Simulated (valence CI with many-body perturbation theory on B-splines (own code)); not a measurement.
The numbers below are computed, except where a source is named.
# Sensitivity of CI+MBPT for I2+

Level of theory: configuration interaction combined with many-body perturbation theory (CI+MBPT): five valence electrons over a frozen Dirac-Fock core [Kr] 4d10, radial functions for each j: 6 s, 6 p, 5 d, 3 f, 1 g, with the one-electron correlation potential Σ1 (screened to all orders), the two-electron term Σ2, the three-electron term Σ3, Breit, model QED; selected single and double excitations, second order for the rest, scaled by the run's own slope (own B-spline code, finite nucleus).

No measured levels were compared; by estimate levels hold to about 250 cm⁻¹ or 0.2 % of their energy and the worst to 1 %, as in measured heavy ions of charge 2 to 7. Among the levels kept, up to 1800 cm⁻¹ of a level comes from second order outside the variational space, and about a tenth of that is noise between levels of different J, which matters for small intervals.

The reference run has the lowest level 5s2 5p3 4S°_3/2 and an ionisation energy of 29.4968 eV. Its largest variational space holds 10000 state functions.

Names give the largest LS component (configuration and term), which can be under half, so a name can repeat, a term be missing and a line seem to break the LS rules; names also repeat where a configuration has a term twice.

Changed runs:
A. correlating orbitals by l 3 3 3 2 1 → 2 5 5 0 2
B. size limit of the variational space 10000 → 6000
C. correlating orbitals by l 3 3 3 2 1 → 3 6 1 3 1
D. Davidson tolerance 2e-05 → 0.03 (bad on purpose)

Excitation energies of the reference run in cm⁻¹, and shifts in cm⁻¹:

```
                 Level  Reference        A        B        C        D
       5s2 5p3 2D°_3/2      11848    +1189     +1.5      +37      -19
       5s2 5p3 2D°_5/2      15034    +1304     +1.2      +31      -43
       5s2 5p3 2P°_1/2      24479    +1144     -3.7      +81     +9.4
       5s2 5p3 2P°_3/2      29767    +1096     -0.2      +66      -19
         5s 5p4 4P_5/2      85229     -307      +18      -30      -95
         5s 5p4 4P_3/2      90614     -339      +12      -30      -77
         5s 5p4 4P_1/2      92558     -308     +0.8      -24      -15
         5s 5p4 2D_3/2     103353     +398     +8.5      +42     -117
         5s 5p4 2D_5/2     106477     +526      +18      +39     -153
     5s2 5p2 5d 4F_3/2     110156     +405      +41     +9.2     -132
     5s2 5p2 5d 2P_3/2     111330     +223      +52      +24     -170
     5s2 5p2 5d 4F_5/2     111840     +219      +52     +1.0     -179
Ionisation energy (eV)    29.4968  -0.1322  -0.0007  -0.0026  +0.0027
```
